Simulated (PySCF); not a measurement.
A calculated (UHF, PySCF 2.14, cc-pVTZ, no relativity, point nucleus) atom or ion has these occupied shells.

| shell | electrons | orbital energy (eV) | rms radius, mean of both spins (bohr) |
| --- | --- | --- | --- |
| 1s β | 1 | -6004.4 | 0.0743 |
| 1s α | 1 | -6004.4 | 0.0743 |
| 2s α | 1 | -721.66 | 0.319 |
| 2s β | 1 | -718.93 | 0.319 |
| 2p α | 3 | -610.97 | 0.288 |
| 2p β | 3 | -608.25 | 0.288 |
| 3s α | 1 | -101.34 | 0.982 |
| 3s β | 1 | -91.872 | 0.982 |
| 3p α | 3 | -68.996 | 1.06 |
| 3p β | 3 | -57.320 | 1.06 |
| 3d α | 5 | -17.663 | 1.51 |

Question: Name the element and its charge.

Answer: Cr+ (chromium, charge +1), in [Ar] 3d5, high-spin 6S determinant.
